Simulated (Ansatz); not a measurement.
Compare A (`N=C1[SiH2]C1F`) with its isomer B (`FC1C=N[SiH2]1`).

Calculated with Ansatz (gas phase, PBE0-D4/def2-TZVP geometries, no zero-point term in ΔE). CBS: MP2 limit from def2 TZ/QZ plus the TZ coupled-cluster correction, frozen cores. Functionals use def2-TZVPP. B3LYP here is the variant with VWN-RPA as its local correlation; programs differ in this. Each species was taken in one conformer, which may not be the lowest.

A:

```xyz
9

N     1.876    0.409    0.512
C     0.650    0.344    0.240
Si   -0.717   -0.028   -0.988
C    -0.508   -0.313    0.880
F    -0.381   -1.452    1.610
H     2.405    0.825   -0.255
H    -0.369   -1.081   -1.967
H    -1.808    0.877   -1.420
H    -1.147    0.420    1.387
```

B:

```xyz
9

F     1.577    1.302   -0.237
C     0.344    0.824    0.143
C    -0.561    0.373   -0.985
N    -1.044   -0.794   -0.763
Si    0.044   -1.000    0.639
H    -0.144    1.579    0.769
H    -0.804    0.975   -1.869
H    -0.588   -1.343    1.940
H     1.176   -1.915    0.362
```

Q: Which is lower in electronic energy at CCSD(T)/CBS, and by how much? (Estimate.)

A: Ansatz gave: B, by 144.0 kJ/mol.

Q: Give E(B) − E(A) in kJ/mol with PBE0-D4, CCSD(T)/def2-TZVPP, ωB97M-V, r2SCAN-D4, B3LYP, CCSD/def2-TZVPP, BLYP-D4. (Estimate.)

A: The calculation gave: PBE0-D4 -129.8, CCSD(T)/def2-TZVPP -143.2, ωB97M-V -142.8, r2SCAN-D4 -123.4, B3LYP -128.7, CCSD/def2-TZVPP -148.3, BLYP-D4 -115.5. None reverses the order clearly.

Q: Does the order hold for the free energy at 298.15 K (harmonic terms from PBE0-D4)? (An estimate is asked.)

A: Computed: Yes: G(B) − G(A) = -139.1 kJ/mol, for one conformer each.

Largest T1 diagnostic: 0.015.

Leaving LDA and LC-ωPBE aside and taking each functional with its dispersion term where it has one, the values, not all of them listed here, spread over 36.4 kJ/mol, from BHLYP-D4 to PBE-D4. At CCSD(T), def2-SVP lies +13.4 kJ/mol from the extrapolated value and def2-TZVPP +0.7 kJ/mol.
